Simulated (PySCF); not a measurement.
Sn(Me)(SMe)3, C₄H₁₂S₃Sn, SMILES C[S][Sn]([CH3])([S]C)[S]C at its GFN2-xTB optimised geometry (Å):

```
20

C     -0.9409    -3.0765    -1.2912
S     -0.7297    -1.3860    -1.9248
Sn     0.2356    -0.2003     0.0000
C      2.4748    -0.2003     0.0000
S     -0.6377    -1.3431     2.0178
C     -0.2784    -0.1256     3.3161
S     -0.4954     2.1453     0.0000
C     -2.1788     2.0491    -0.6848
H      0.0113    -3.5938    -1.3062
H     -1.6407    -3.5588    -1.9651
H     -1.3504    -3.0505    -0.2873
H      2.8280    -1.0629     0.5551
H      2.8212     0.7172     0.4621
H      2.8129    -0.2502    -1.0289
H      0.7816    -0.1311     3.5433
H     -0.8480    -0.4432     4.1830
H     -0.5993     0.8630     3.0051
H     -2.1519     1.5717    -1.6588
H     -2.5139     3.0765    -0.7813
H     -2.8280     1.5089    -0.0028
```

Computed with PySCF with CAM-B3LYP/def2-SVP, def2 effective core potentials past Kr. The core electrons that the potentials of Sn replace are not part of the density. Cells within 0.4 Å of a nucleus heavier than hydrogen are left out (blank, or x).

Map of the Laplacian of the electron density (e/bohr⁵), clipped to [-1.50, 1.50] on the plane z = 0.0 Å:

```
|55555555555555555555555555555|
|55555555555555555555555555555|
|55555555555555555555555555555|
|55555555555555555555555555555|
|55555555555555555555555555555|
|55555555555555555555555555555|
|55555555555555555555555555555|
|55555555555545355555555555555|
|555555555554xx955555555555555|
|555555544554xx955555555555555|
|55555540455558455555555555555|
|55555554555554555555555555555|
|55555555555555665555545555555|
|55555555555559999555435555555|
|55555555555559xx9643xx5555555|
|55555555555569xx9643xx5555555|
|55555555555559999555445555555|
|55555555555555665555555555555|
|55555555555555555555555555555|
|55555555555555555555555555555|
|55555555555555555555555555555|
|55555555555555555555555555555|
|55555555554455555555555555555|
|55555555555555555555555555555|
|55555555555555555555555555555|
|55555555555555555555555555555|
|55555555555555555555555555555|
|55555555555555555555555555555|
|55555555555555555555555555555|
```
Scale: ten equal steps from -1.50 (start of '0') to 1.50 (end of '9'), in the order '0123456789'; x runs from -5.50 to 5.50, y from -5.50 (bottom) to 5.50 (top).
